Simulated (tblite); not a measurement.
Start geometry of `C=C[C@H]1CCN(CCC)N1` from a force field or distance geometry (Å):
```
atom  x, y, z in Å
C1     3.2037    1.8224   -0.2070
C2     2.6832    0.6350    0.1119
C3     1.6275   -0.0595   -0.5875
C4     1.4570   -1.4110    0.1161
C5     0.1950   -1.8561   -0.5342
N6    -0.6201   -0.6485   -0.6212
C7    -1.6353   -0.7494    0.4073
C8    -2.8029    0.1222    0.2681
C9    -2.4984    1.5664    0.2210
N10    0.2581    0.4135   -0.2618
H11    2.8169    2.3901   -1.0750
H12    4.0057    2.2211    0.4173
H13    3.1347    0.1591    1.0168
H14    1.7582   -0.1421   -1.6566
H15    1.2623   -1.1936    1.2073
H16    2.3303   -2.0487   -0.0219
H17    0.4212   -2.2553   -1.5671
H18   -0.3195   -2.6347    0.0269
H19   -1.1700   -0.5667    1.4207
H20   -1.9779   -1.8247    0.3599
H21   -3.5634   -0.0456    1.1188
H22   -3.3861   -0.2252   -0.6346
H23   -1.4772    1.8169    0.5224
H24   -3.2244    2.0596    0.9428
H25   -2.7657    2.0285   -0.7698
H26    0.2661    0.4489    0.8225
```

Task: What comes out of this run: tblite, GFN2-xTB geometry optimisation, gas phase?

Result: 
```
atom  x, y, z in Å
C1     3.452    1.639   -0.326
C2     2.594    0.803    0.228
C3     1.472    0.136   -0.495
C4     1.633   -1.415   -0.528
C5     0.284   -1.917   -0.011
N6    -0.592   -0.761   -0.199
C7    -1.842   -0.829    0.523
C8    -2.877    0.145   -0.042
C9    -2.615    1.592    0.353
N10    0.185    0.378    0.150
H11    3.381    1.914   -1.365
H12    4.258    2.083    0.233
H13    2.684    0.540    1.275
H14    1.396    0.521   -1.517
H15    2.457   -1.740    0.107
H16    1.824   -1.755   -1.543
H17   -0.102   -2.763   -0.578
H18    0.355   -2.205    1.053
H19   -1.695   -0.638    1.603
H20   -2.216   -1.850    0.409
H21   -3.865   -0.157    0.314
H22   -2.863    0.055   -1.128
H23   -2.676    1.710    1.433
H24   -3.354    2.246   -0.104
H25   -1.624    1.891    0.025
H26    0.326    0.403    1.173
```

The energy falls by 1.501 eV over 161 L-BFGS steps, the largest force on an atom goes from 3.33 to 0.010 eV/Å, and the atoms move by 0.861 Å rms after alignment. The bond that changes most is C7–C8 (sp3 carbon bound to nitrogen to chain CH2 carbon), which lengthens by 0.066 Å. Bonds longer at the end by more than 0.005 Å: 7 of 26; shorter: 15. Among the angles that change most is C4–C3–N10, from 94.4° to 105.4°. Among the dihedrals that turn most is H15–C4–C5–H18, from -49° to 19°. Rotational constants go from 2236, 841.8, 656.7 to 2254, 787.5, 620.0 MHz. The orientation of the end geometry is arbitrary; only internal coordinates are fixed.

Its GFN2-xTB frequencies are all real (lowest 36 cm⁻¹). The numbers are those of one conformer. 3 starts were optimised and ended at 0.00, 0.02 and 0.23 kcal/mol (GFN2-xTB); the lowest of these is shown.

These are computed values.
